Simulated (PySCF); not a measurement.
From one molecule to another.

First species: C6H15BSi.
SMILES: `[C@H]1(C[SiH3])CBCCC1`

Second species: C₃H₈BFO.
SMILES: `BOC(C)(C)F`

Levels: CAM-B3LYP/def2-SVPD for HOMO energy, LUMO energy, HOMO–LUMO gap and static isotropic polarisability; TDDFT CAM-B3LYP/def2-SVPD for lowest singlet excitation. Geometries: PBE0-D3(BJ)/def2-SVP. All species are isolated and taken at one optimised geometry, non-relativistic unless stated. Electronic properties by PySCF.

The conformers computed, where there is a choice (atom-mapped SMILES and torsion angles):
- `[BH2:1][O:2][C:3]([CH3:4])([CH3:5])[F:6]`: B1–O2–C3–C4 -65°

The conformers of `[SiH3]C[C@H]1CBCCC1` aren't listed.

Values for the first species:

- HOMO energy: -9.27 eV
- LUMO energy: 0.32 eV
- HOMO–LUMO gap: 9.59 eV
- Lowest singlet excitation: 5.79 eV
- Static isotropic polarisability: 110.3 au

Q: Estimate the same properties for the second species, and the change in each.

A: 
```tsv
property	first	second	second less first
HOMO energy	-9.27 eV	-10.22 eV	-0.95 eV
LUMO energy	0.32 eV	0.38 eV	+0.06 eV
HOMO–LUMO gap	9.59 eV	10.60 eV	+1.01 eV
lowest singlet excitation	5.79 eV	6.23 eV	+0.44 eV
static isotropic polarisability	110.3 au	56.7 au	-53.6 au
```

On the first: The principal polarisabilities are 92.9, 107.6 and 130.2 au; their mean is the isotropic value. The polarisability is 16.34 Å³ as a volume (1 au = 0.148185 Å³), or 1.58 au for each of the 70 electrons.

On the second: S1 lies 4.37 eV below the HOMO–LUMO gap; its leading configuration is HOMO→LUMO, weight 0.96. No computed singlet falls in the visible range (750 to 380 nm, 1.65 to 3.26 eV); S1 lies 2.97 eV above its blue end.
